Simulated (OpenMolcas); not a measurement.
## Sm2+ in a point-charge field

Sm2+ among 8 point charges of -0.5 e arranged as a square antiprism (D4d), 2.33 Å from the ion, with a polar angle of 68.8° against the regular 57.3°.
```
   2.0064    0.8311    0.8441  -0.50
  -0.8311    2.0064    0.8441  -0.50
  -2.0064   -0.8311    0.8441  -0.50
   0.8311   -2.0064    0.8441  -0.50
   2.0064   -0.8311   -0.8441  -0.50
   0.8311    2.0064   -0.8441  -0.50
  -2.0064    0.8311   -0.8441  -0.50
  -0.8311   -2.0064   -0.8441  -0.50
```

```
Program             : OpenMolcas
Method              : CASSCF
Basis               : ANO-RCC-VDZP [7s6p4d2f1g]
Scalar Hamiltonian  : DKH2, point nucleus
Active space        : 6 electrons in 7 orbitals (4f)
State averaging     : 2S+1 = 7 even, 7 roots; 2S+1 = 5 even, 88 roots kept (CI in the orbitals of an earlier block, 86 in the spin-orbit step); 2S+1 = 3 even, 91 roots kept (CI in the orbitals of an earlier block, 76 in the spin-orbit step); 2S+1 = 1 even, 1 root kept (CI in the orbitals of an earlier block, 0 in the spin-orbit step)
Spin-orbit coupling : state interaction with AMFI integrals over the reference wave functions
```

The lowest spin-free states, above the lowest:

```csv
State,Degeneracy,E (cm-1),Free-ion L (%)
2S+1 = 7,2,0.0,F (100)
2S+1 = 7,2,736.3,F (100)
2S+1 = 7,2,1226,F (100)
2S+1 = 7,1,1348,F (100)
2S+1 = 5,2,22281,D (100)
2S+1 = 5,2,22451,D (100)
2S+1 = 5,1,22508,D (100)
2S+1 = 5,1,25481,L (100)
2S+1 = 5,2,25482,L (100)
2S+1 = 5,2,25486,L (100)
2S+1 = 5,2,25496,L (100)
2S+1 = 5,1,25517,L (100)
2S+1 = 5,1,25518,L (100)
2S+1 = 5,2,25554,L (100)
2S+1 = 5,2,25604,L (100)
2S+1 = 5,2,25662,L (100)
2S+1 = 5,2,25707,L (100)
2S+1 = 5,1,26325,G (100)
2S+1 = 5,1,26326,G (100)
2S+1 = 5,2,26590,G (100)
```

The lowest levels with spin-orbit coupling:

```
E (cm-1)  Degeneracy  2S+1     J  |mJ| (%)                g
     0.0           1     7  0.92   0 (100)                 
    45.2           1     7  1.19   0 (100)                 
   500.2           2     7  1.74   1 (100)   0.00 0.00 0.94
    1047           2     7  2.52   2 (100)   0.00 0.00 3.15
    1123           2     7  1.75   1 (100)   0.00 0.00 5.87
    1147           1     7  1.75   0 (100)                 
    1658           2     7  3.36   3 (100)   0.00 0.00 7.00
    1773           1     7  2.96   0 (100)                 
    1814           2     7  2.93   1 (100)   0.00 0.00 2.99
    1930           2     7  2.83   2 (100)   0.00 0.00 6.85
    2320           2     7  4.23   4 (100)  0.00 0.00 10.73
    2686           2     7  3.92   3 (100)   0.00 0.00 9.35
    2718           1     7  3.95   0 (100)                 
    2722           2     7  3.95   1 (100)   0.00 0.00 3.34
    2728           2     7  3.94   2 (100)   0.00 0.00 6.64
    3021           2     7  5.11   5 (100)  0.00 0.00 14.39
    3467           2     7  4.94   4 (100)  0.00 0.00 12.32
    3643           2     7  4.91   3 (100)   0.00 0.00 9.76
    3743           2     7  4.94   2 (100)   0.00 0.00 6.70
    3768           2     7  6.00   6 (100)  0.00 0.00 17.97
```

Powder χT (cm3 K/mol): 0.0631 at 2 K, 0.315 at 10 K, 0.969 at 50 K, 1.2 at 100 K, 1.49 at 200 K, 1.71 at 300 K. The effective moment at 300 K is 2.828 √(χT) = 3.69 μB.

Hund's rules give f6 a J = 0 ground level with no moment of its own; the computed χT of 1.705 cm3 K/mol at 300 K comes from higher levels.

High states are left out of the spin-orbit mixing, which shifts the levels that they would mix with. This is an electrostatic model: the charges have no orbitals. An unlabelled pair can be two single states that coincide in this model. The first state left out of the spin-orbit step lies near 44000 cm-1 above the lowest spin-free state of the reference (among the parities and spins computed), and the lists stop at four fifths of that energy or lower. No measured value stands beside these numbers.

The RASSCF and RASSI steps took 98 s on 1 thread of Arm Neoverse V1, with other jobs on the host; the integral step is not counted.

With an even number of electrons the g values are those of a degenerate or nearly degenerate non-Kramers pair.
